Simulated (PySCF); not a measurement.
**A small calculation by hand: chemical shift, span and skew from a shielding tensor**

methylcyclobutane (C5H10), SMILES C1CC(C1)C. Atoms are numbered in the order given.

```xyz
15

C      1.9144     0.1335     0.0000
C      0.5019    -0.4056     0.0000
C     -0.4985     0.0779    -1.0723
C     -1.6032     0.0467     0.0000
C     -0.4985     0.0779     1.0723
H      2.4726    -0.2010    -0.8892
H      1.9148     1.2359     0.0000
H      2.4726    -0.2010     0.8892
H      0.5231    -1.5095     0.0000
H     -0.6278    -0.5348    -1.9780
H     -0.2688     1.1108    -1.3825
H     -2.1395    -0.9150     0.0000
H     -2.3476     0.8569     0.0000
H     -0.2688     1.1108     1.3825
H     -0.6278    -0.5348     1.9780
```

Geometry: PBE0-D3(BJ)/def2-SVP.

GIAO shieldings from PBE/pcSseg-1 run with PySCF, non-relativistic, no solvent. The symmetric part of the tensor of C2 has the principal values 128.2, 151.6, 153.1 ppm. The same nucleus in TMS has σ = 182.0 ppm at this level (PySCF, at its B3LYP-D3(BJ)/def2-TZVP geometry).

**Question.** Work out the isotropic shielding, the ¹³C shift against TMS, the span and the skew.

**Answer.** 
σ(iso) = (σ11 + σ22 + σ33)/3 = 144.3 ppm. δ = σ(ref) − σ(iso) = 182.0 − (144.3) = 37.7 ppm.
Span Ω = σ33 − σ11 = 24.9 ppm. Skew κ = 3(σ(iso) − σ22)/Ω = -0.88. Tumbling in solution averages the tensor to δ; in a static solid the shielding alone would spread this spin-1/2 line over Ω.
